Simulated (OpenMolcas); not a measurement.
Cu2+ among 6 point charges of -2 e arranged as a trigonal antiprism (D3d), 2.2 Å from the ion, with a polar angle of 58.6° against the regular 54.74°.
```
   0.0000    1.8772    1.1473  -2.00
  -1.6257   -0.9386    1.1473  -2.00
   1.6257   -0.9386    1.1473  -2.00
   0.0000   -1.8772   -1.1473  -2.00
   1.6257    0.9386   -1.1473  -2.00
  -1.6257    0.9386   -1.1473  -2.00
```

```
Program             : OpenMolcas
Method              : SS-CASPT2, IPEA 0.25 Eh, imaginary shift 0.1 Eh (closed shells correlated: 3s 3p)
Basis               : ANO-RCC-VDZP [5s4p2d1f]
Scalar Hamiltonian  : DKH2, point nucleus
Active space        : 9 electrons in 5 orbitals (3d)
State averaging     : 2S+1 = 2 even, 5 roots
Spin-orbit coupling : RASSI with atomic mean-field integrals over the reference wave functions
```

**Question.** What is the spin-free ground state (labels of D3, the rotations of D3d)?

**Answer.** 2E, 2-fold in its orbital part, 100 % from free-ion D terms; it has the highest spin that d9 allows.

**Question.** Where is the first state of the same spin?

**Answer.** 2E at 2940 cm-1 above the ground state.

**Question.** What are the lowest two levels with spin-orbit coupling?

**Answer.** A 2-fold level E1/2 with g = 0.17, 0.17, 4.99, then a 2-fold level E3/2 760 cm-1 above it. Their leading multiplicities are 2 (100 %) and 2 (100 %).

**Question.** What is χT at 300 K, and how does it compare with the textbook value?

**Answer.** The lowest level has 2S+1 = 2, for which the spin-only value is χT = S(S+1) / 2 = 0.375 cm3 K/mol (g = 2). The computed 1.023 at 300 K differs by +0.648, through orbital momentum, spin-orbit coupling and any other state in reach.

Roots that are degenerate in the reference are averaged as groups; the widest CASPT2 spread within a group is 28 cm-1 (the 2-fold group of multiplicity 2 near 0 cm-1 above the lowest state of its run). Shifts and gaps below about the spread of the groups concerned are not significant. An orbital doublet at a regular site is open to a Jahn-Teller distortion, which this geometry leaves out. The ground term spreads over less than 5000 cm-1, several times less than with real ligands, so orbital moments are less quenched and χT lies further from the spin-only value than at real sites. Free-ion shares, where given, are those of the reference states; single-state CASPT2 does not remix them. This is an electrostatic model: the charges have no orbitals. No measured value stands beside these numbers.
